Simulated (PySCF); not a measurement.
BH₂I, SMILES BI. Atoms are numbered in the order given.

```xyz
4

B      0.0000     0.0000     1.8490
H      0.0000     1.0473     2.3983
H      0.0000    -1.0473     2.3983
I      0.0000     0.0000    -0.2649
```

Coordinates come from a B3LYP-D3(BJ)/def2-TZVP optimisation. The def2 effective core potentials stand for the cores of I; spin–orbit coupling is left out.

Vertical ionisation energy (IE) and electron affinity (EA) in eV. Rows of orbital energies are one-electron estimates. Where ΔSCF, EOM or ADC give a negative EA the extra electron is unbound and the value depends on the basis.

| level | IE | EA |
|---|---|---|
| −ε(HOMO), −ε(LUMO), CAM-B3LYP/def2-TZVPD (PySCF) | 8.83 | 1.13 |
| −ε(HOMO), −ε(LUMO), B3LYP/def2-TZVPD (PySCF) | 7.34 | 2.41 |
